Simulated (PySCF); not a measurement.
A structure optimised at PBE-D3(BJ)/def2-TZVP, used in a PySCF frequency run:

```
P
H 1 1.4337
H 1 1.4337 2 91.23
P 1 2.2500 2 93.02 3 93.09
H 4 1.4337 1 93.02 2 180.00
H 4 1.4337 5 91.23 1 93.09
```
Charge 0, spin multiplicity 1.

Problem. Write its SMILES, formula and point group.

Solution. PP, H₄P₂, C2h

Problem. What are its rotational constants (standard atomic weights)?

Solution. 63.378, 5.7270, 5.6952 GHz
